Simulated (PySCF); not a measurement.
A PySCF script (with the pyscf-properties extension) for the NMR shieldings of SMILES CO[C@@H]1PCC[C@@H]1C, C₆H₁₃OP, on a PBE0-D3(BJ)/def2-SVP geometry:

```python
import basis_set_exchange as bse
import numpy as np
from pyscf import gto, dft
from pyscf.prop import nmr

atoms = """
C     2.293542   -1.023462    1.286162
O     0.950013   -0.796606    0.987213
C     0.726181   -0.179126   -0.250914
P     1.187287    1.659352   -0.164856
C    -0.605274    2.143268    0.161940
C    -1.397017    0.847744    0.351509
C    -0.773783   -0.221784   -0.544747
C    -1.381760   -1.605624   -0.383938
H     2.766187   -1.703515    0.549711
H     2.874756   -0.081977    1.306547
H     2.341380   -1.491266    2.279253
H     1.311839   -0.682195   -1.047411
H     1.181932    1.853371   -1.581351
H    -0.659243    2.796725    1.044824
H    -0.980728    2.724336   -0.693973
H    -2.467898    0.988430    0.133444
H    -1.319238    0.508952    1.397698
H    -0.889822    0.103832   -1.594871
H    -0.898473   -2.333984   -1.053423
H    -2.456734   -1.592711   -0.620674
H    -1.256414   -1.963100    0.648046
"""
names = dict.fromkeys(["C", "O", "P", "H"], "pcSseg-1")
basis = {el: gto.basis.parse(bse.get_basis(n, elements=[el], fmt="nwchem")) for el, n in names.items()}
mol = gto.M(atom=atoms, basis=basis, charge=0, verbose=0)
mf = dft.RKS(mol, xc="HYB_GGA_XC_WB97X_D")
mf.grids.level = 2
mf.grids.alignment = dft.numint.BLKSIZE   # the property module wants whole blocks of grid points
mf.conv_tol = 1e-9
mf.kernel()

calc = nmr.RKS(mf)   # GIAO
C = mf.mo_coeff
Co = C[:, mf.mo_occ > 0]
resp = mf.gen_response(singlet=True, hermi=2)
def vind(x):   # induced exchange potential for any number of trial vectors
    d = np.einsum("pi,xij,qj->xpq", C, 2 * x.reshape(-1, C.shape[1], Co.shape[1]), Co, optimize=True)
    return np.einsum("xpq,pi,qj->xij", resp(d - d.transpose(0, 2, 1)), C, Co, optimize=True).ravel()
mo1, _ = nmr.rhf.solve_mo1(calc, with_cphf=vind)
sigma = calc.kernel(mo1)
for i, s in enumerate(sigma):   # ppm
    w = np.linalg.eigvalsh((s + s.T) / 2)
    print("%2d %-2s iso %8.1f  s11 %8.1f  s22 %8.1f  s33 %8.1f" % (i, mol.atom_pure_symbol(i), w.mean(), *w))
```

**Question.** What are the results?

**Answer.** 
```
 0 C  iso    127.2  s11     94.9  s22    105.4  s33    181.3
 1 O  iso    309.0  s11    269.1  s22    303.6  s33    354.2
 2 C  iso     96.5  s11     71.9  s22     91.1  s33    126.4
 3 P  iso    396.4  s11    295.5  s22    431.6  s33    462.1
 4 C  iso    166.5  s11    137.2  s22    172.5  s33    189.9
 5 C  iso    149.3  s11    115.0  s22    158.3  s33    174.7
 6 C  iso    137.3  s11    117.8  s22    139.1  s33    155.2
 7 C  iso    168.6  s11    157.9  s22    162.4  s33    185.5
 8 H  iso     28.7  s11     24.4  s22     26.0  s33     35.6
 9 H  iso     27.7  s11     23.0  s22     26.8  s33     33.5
10 H  iso     27.9  s11     23.5  s22     25.2  s33     35.0
11 H  iso     27.9  s11     25.3  s22     27.1  s33     31.2
12 H  iso     28.4  s11     23.9  s22     26.1  s33     35.1
13 H  iso     29.8  s11     24.4  s22     27.3  s33     37.8
14 H  iso     29.7  s11     24.5  s22     27.1  s33     37.4
15 H  iso     29.7  s11     24.1  s22     28.7  s33     36.4
16 H  iso     29.8  s11     26.2  s22     28.6  s33     34.6
17 H  iso     29.9  s11     25.7  s22     28.9  s33     35.2
18 H  iso     30.3  s11     25.6  s22     27.8  s33     37.6
19 H  iso     30.4  s11     25.2  s22     28.3  s33     37.6
20 H  iso     30.0  s11     25.3  s22     29.6  s33     35.0
```

These numbers come from an equivalent density-fitted implementation of the same equations, which agrees with the script to about 0.01 ppm for H and up to a few tenths of a ppm for heavy atoms, so last digits may differ.

Size and cost of the density-fitted run: 208 basis functions, 37 s wall time on 1 thread of an Arm Neoverse V2, shared host; peak memory 1.1 GiB.
